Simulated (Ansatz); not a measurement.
```xyz
5

Zr    0.0463    0.0178   -0.0062
F     1.0746    1.0612    1.1263
F     1.0639   -1.0626   -1.1185
F    -1.0655    1.0725   -1.0595
F    -1.1167   -1.0521    1.1092
```

Basis set: STO-3G (spherical functions). Left uncorrelated: 18 orbitals. Charge 0, multiplicity 1.

Computed with Ansatz (development build ahead of 0.2.0); each method stands on the lowest determinant of its kind that the runs found. Restricted open shells among the atoms or ions are ROHF, correlated in semicanonical orbitals with singles.

Give the atomization energy at this shape (free ground-state atoms in the same class of orbitals less the molecule, no zero-point energy) of singlet ZrF₄ by RHF-MP2, RHF.

```tsv
method	atomization energy
RHF-MP2	2437.7 kJ/mol
RHF	2053.9 kJ/mol
```

Caution: no unrestricted run beside it, a lower state can exist; other spin multiplicities were not run.

This basis has no polarisation functions and is too small for such energies, which can lie far from measured ones in either direction.
